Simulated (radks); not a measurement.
All-electron atom: Mn4+ in [Ne] 3s2 3p5.5 3d3 4d0.5 (fractional occupations, a model configuration). Calculated with a radial shooting solver on a logarithmic mesh with Libxc functionals: scalar-relativistic Kohn-Sham, PBE, spin-unpolarised, spherical densities, point nucleus. Some entries of the table are withheld. Estimate them.

orbital  occ.  eigenvalue (hartree)  r(max) (bohr)  <r^2> (bohr^2)
1s          2             -238.7893            (1)        0.004988
2s          2             -29.84279         0.2324             (2)
2p          6             -25.66428         0.1883         0.07500
3s          2                   (3)         0.7277          0.7858
3p        5.5              -4.29025            (4)          0.8665
3d          3              -2.44302         0.7083           1.081
4d        0.5              -0.93322          2.677           9.643

Answer. 
(1) 1s r(max) (bohr): 0.03987
(2) 2s <r^2> (bohr^2): 0.09212
(3) 3s eigenvalue (hartree): -5.46650
(4) 3p r(max) (bohr): 0.7383
